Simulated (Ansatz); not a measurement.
`N=C=C([SiH3])[SeH]` → 2 C• + 5 H• + N• + Se• + Si•  (atomization)

Isolated molecules relaxed with PBE0-D4/def2-TZVP in Ansatz; ΔE leaves out vibrations. CCSD(T)/CBS adds triple-zeta CCSD(T) − MP2 to the extrapolated MP2 energy (def2 sets, frozen cores). This one scheme is used for every species, atoms too. Functionals use def2-TZVPP. No spin–orbit coupling; open shells (•) take unrestricted orbitals. Spin–orbit coupling would lower the free atoms: a little for C, Si; clearly for Se. Bonds to Se are less sure, by a few kJ/mol each and by 10 to 20 or more in all where they break to atoms, as the def2 sets lack core-valence functions. Scalar relativity is left out up to krypton. Each species was taken in one conformer, which may not be the lowest.

`N=C=C([SiH3])[SeH]`:

Cartesian coordinates in Å:
```
N -1.787 -0.048 -1.853
C -0.865 0.125 -1.085
C 0.199 0.209 -0.328
Si 0.554 -0.956 1.064
Se 1.482 1.566 -0.781
H -2.670 0.418 -1.667
H 1.815 -1.695 0.798
H -0.576 -1.912 1.207
H 0.715 -0.185 2.324
H 1.134 2.479 0.322
```

```tsv
level	ΔE (kJ/mol)
revPBE-D4	3561.0
ωB97M-V	3544.7
MP2/def2-SVP	3347.1
CCSD/def2-SVP	3242.0
```

Task: What does CCSD(T)/CBS give? (Best estimate.)

Result: Computed: +3532.0 kJ/mol. The listed levels differ from it by 29.0, 12.7, -184.9, -290.0 kJ/mol.

Largest T1 diagnostic among the species: 0.013.

The D4 term adds +42.0 kJ/mol with B3LYP and +22.1 kJ/mol with PBE0; it sums over pairs of atoms, weighted by their polarisabilities, and B3LYP, whose exchange is more repulsive, gets the larger term. At CCSD(T), def2-SVP lies −231.7 kJ/mol from the extrapolated value and def2-TZVPP −106.9 kJ/mol: correlation converges slowly with the basis, and small sets miss more of it in the bonded molecule than in its fragments. In def2-TZVPP, CCSD(T) changes the Hartree–Fock value by +1009.1 kJ/mol (the triples alone add +75.7 kJ/mol) and MP2 by +1075.1 kJ/mol; breaking electron pairs costs correlation energy, which Hartree–Fock lacks.

B3LYP here is the variant with VWN-RPA as its local correlation; programs differ in this.

For atomizations the MP2-based limit and the directly extrapolated one differ by several kJ/mol either way, and by 10 to 25 for some Ge, Se and Sn compounds, so smaller differences from it don't rank the levels.
